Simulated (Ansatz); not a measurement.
HCN ··· GeH4

The pair of HCN (SMILES C#N, atoms 1–3) and GeH4 (SMILES [GeH4], atoms 4–8), both closed shells, in one local arrangement (a lower one may exist), relaxed at PBE0-D4/def2-TZVP:

C1  (-0.238, -0.288, -2.874)
N2  (-0.101, -0.150, -1.745)
H3  (-0.365, -0.417, -3.927)
Ge4  (0.140, 0.170, 1.698)
H5  (0.595, 1.485, 1.055)
H6  (0.236, 0.306, 3.229)
H7  (1.047, -0.980, 1.246)
H8  (-1.315, -0.126, 1.318)
(Å)

Ansatz 0.2.0; basis: def2-TZVPPD, with def2-QZVPPD for the basis limit; cores frozen in the correlated methods. Filled d shells of the heavier atoms are correlated. The def2 sets are not built for correlating such inner shells, so the correlated values are less sure here. B3LYP uses VWN-RPA correlation. Extrapolation: Hartree–Fock as exp(−7.88 √X), correlation as X^−2.97. Interaction energies count from these two fragments, frozen as in the pair, with the counterpoise correction; negative means bound.

**Question.** What is the interaction energy by CCSD(T) at an estimated basis limit (MP2 extrapolated from triple and quadruple zeta, plus CCSD(T) − MP2 in triple zeta)? (Judge from chemistry; the value comes from the calculation.)

**Answer.** Computed: -5.1 kJ/mol. Hartree–Fock alone gives -0.6 kJ/mol at the basis limit. It counts from the two fragments frozen as in the pair.

The same quantity by other methods in triple zeta, and each one's difference from that estimate:
```
   method  E_int (kJ/mol)  difference
   PBE-D4            -5.2        -0.1
revPBE-D4            -3.7         1.4
  BLYP-D4            -3.8         1.3
r2SCAN-D4            -4.1         1.0
   B97M-V            -5.8        -0.6
  PBE0-D4            -5.1         0.1
 B3LYP-D4            -4.6         0.5
 HSE06-D4            -5.1         0.0
  wB97X-V            -5.4        -0.3
  wB97M-V            -5.3        -0.2
   B2PLYP            -2.6         2.5
       HF            -0.7         4.5
      MP2            -5.3        -0.2
     CCSD            -4.1         1.0
  CCSD(T)            -4.7         0.4
```
Differences are method less estimate.

Basis-set superposition shift (counterpoise-corrected less uncorrected): CCSD(T) 2.3; MP2 2.4; HF 0.4; PBE0-D4 0.4; wB97M-V 0.5 kJ/mol.

No T1 diagnostic of these runs exceeds 0.015.

For scale, one of the runs: CCSD(T)/def2-TZVPPD, 213 basis functions, launched by `ansatz run in.yaml --threads 4 --pin off --events-out ev --progress --plain --max-ram 9574MiB`. Hardware: 4 CPU threads of an Intel Xeon Platinum 8175M, shared host. Wall time 40 s; peak host memory 3 GiB.
